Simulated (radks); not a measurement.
Values are calculated unless marked as measured or tabulated.
Question: The mean radii <r> (bohr) of the occupied orbitals of an atom or ion are listed with their occupations. Level of theory: Dirac Kohn-Sham, LDA (Slater exchange, Perdew-Wang correlation), spin-unpolarised, spherical densities, finite nucleus; Fermi nuclear charge, rms radius of each element as measured or else 0.836 A^(1/3) + 0.57 fm (a radial shooting solver on a logarithmic mesh with Libxc functionals).

orbital  occ.      <r>
1s1/2       2  0.01661
2s1/2       2  0.06927
2p1/2       2  0.05692
2p3/2       4  0.06557
3s1/2       2   0.1784
3p1/2       2   0.1685
3p3/2       4   0.1836
3d3/2       4   0.1594
3d5/2       6   0.1640
4s1/2       2   0.3624
4p1/2       2   0.3586
4p3/2       4   0.3813
4d3/2       2   0.3691

Name the element and its charge. Open shells, if any, fill j = l - 1/2 first.

Answer: Z = 80, mercury, charge +42: Hg42+ in [Kr] 4d2. The 1s radius gives Z: for a bare nucleus <r> = (2 gamma + 1)/(2Z) with gamma = sqrt(1 - (Z/c)^2), 0.0164 bohr for Z = 80, and screening makes it slightly larger (0.01661 here). The occupations add up to 38, and the charge is Z minus that.
